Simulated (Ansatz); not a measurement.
Reaction: SiH2ICl (SMILES [SiH2](I)Cl) → SiHICl (SMILES I[SiH]Cl, doublet) + H (doublet) (the H-Si bond breaks)
Each species at its own B3LYP-D3(BJ)/def2-TZVP minimum (Ansatz, a program for electronic structure).

Wanted: bond dissociation energy (electronic), in kcal/mol. Open shells are spin-unrestricted; no spin-orbit coupling. Cores are frozen in correlated methods (noble-gas shells, and filled d and f shells in the p block). Past Kr the def2 sets carry scalar-relativistic core potentials. CBS(X,Y): correlation extrapolated as X^-3, Hartree-Fock from the larger set. A bracket is a step between two methods taken in the basis named. Where a partner has so few electrons that a lower coupled-cluster level is exact, that level stands in. Spin-orbit terms, left out, reach several kcal/mol for Br and I, and more for heavier atoms.

CCSD(T)/CBS(def2-TZVPP,def2-QZVPP) + [CCSDT(Q) - CCSD(T)]/def2-SVP (Ansatz) gives 94.4 kcal/mol.

Q: How far off this value is PBE/def2-TZVPD (Ansatz), in which direction, and how far these levels: PBE0/def2-TZVPD, wB97M-V/def2-TZVPD, B2PLYP/def2-TZVPD, CCSD(T)/CBS(def2-TZVPP,def2-QZVPP)?

A: PBE gives 86.2 kcal/mol, 8.2 kcal/mol below it. Differences of the others: PBE0/def2-TZVPD (Ansatz) -6.1; wB97M-V/def2-TZVPD (Ansatz) -0.4; B2PLYP/def2-TZVPD (Ansatz) -3.4; CCSD(T)/CBS(def2-TZVPP,def2-QZVPP) (Ansatz) 0.2 kcal/mol.
